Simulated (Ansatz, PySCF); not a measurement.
Gas-phase reaction (SMILES): BO (H3BO) [borinic acid] + N (NH3) → BN (BNH4) + O (H2O); ammonia cleaves one B-O bond, a model of a ligand-exchange step.

Structures are relaxed separately at B3LYP-D3(BJ)/def2-TZVP in Ansatz (a quantum-chemistry and plane-wave program), one conformer each, not searched for the lowest. Correlated levels leave the core frozen unless marked. Spin-orbit coupling is left out. Non-relativistic. CBS(X,Y): correlation extrapolated as X^-3; Hartree-Fock from the larger set. Thermal terms are rigid-rotor harmonic-oscillator values from B3LYP-D3(BJ) frequencies (Ansatz or PySCF) at 298.15 K and 1 atm. 1 Eh = 627.5095 kcal/mol.

```tsv
species	E, CCSD(T)/CBS(def2-TZVPPD,def2-QZVPPD) (Ansatz) (Eh)	E, PBE0-D4/def2-TZVPD (Ansatz + dftd4) (Eh)	H - E (Eh)	G - E (Eh)
BO (H3BO)	-101.79843	-101.82827	0.03929	0.01314
N (NH3)	-56.50452	-56.51535	0.03799	0.01614
BN (BNH4)	-81.92877	-81.96494	0.05211	0.02622
O (H2O)	-76.37558	-76.38102	0.02495	0.00353
```

Task: Work out ΔE and ΔH, ΔG, ΔS and the equilibrium constant at 298.15 K at the first level, then ΔH at the second.

Result: 
1. ΔE = [(-81.92877) + (-76.37558)] - [(-101.79843) + (-56.50452)] = -0.00140 Eh = -0.9 kcal/mol at CCSD(T)/CBS(def2-TZVPPD,def2-QZVPPD).
2. The terms H - E add up to -0.00022 Eh, so ΔH = (-0.00140 + (-0.00022))×627.5095 = -1.0 kcal/mol.
3. The terms G - E add up to 0.00047 Eh, so ΔG = -0.6 kcal/mol, and ΔS = (-0.00022 - (0.00047))×627509.5/298.15 = -1.5 cal/(mol K).
4. log10 K = -ΔG/(RT ln 10) = 0.4, with RT ln 10 = 1.3642 kcal/mol.
5. At PBE0-D4/def2-TZVPD the same steps give ΔE = -1.5 and ΔH = -1.6 kcal/mol, a shift of -0.6 from the first level.
6. With ΔG under 1 kcal/mol in size, these levels don't settle on which side the equilibrium lies.
7. These values are not checked against measurement here, since the tables used lack a sound gas-phase enthalpy of formation for at least one species.
